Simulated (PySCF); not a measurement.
(1Z)-1-fluoro-2-methylbuta-1,3-diene (C₅H₇F), SMILES C=C/C(C)=C\F.

Geometry optimised at B3LYP-D3(BJ)/def2-SVP. The values are those of a single conformer.

Calculation: PBE/def2-TZVP (PySCF).

Computed frontier levels, gap, dipole moment and polarisability:
| Property | Value |
|---|---|
| highest occupied level | -5.57 eV |
| lowest empty level | -1.76 eV |
| orbital gap | 3.81 eV |
| dipole moment | 1.35 D |
| quadrupole, principal values (traceless, Buckingham form, about the centre of nuclear charge) | -3.87, -1.41, 5.29 D·Å |
| mean static polarisability | 66.6 bohr³ (9.86 Å³) |
| polarisability, principal values | 41.4, 62.3, 96.0 bohr³ |
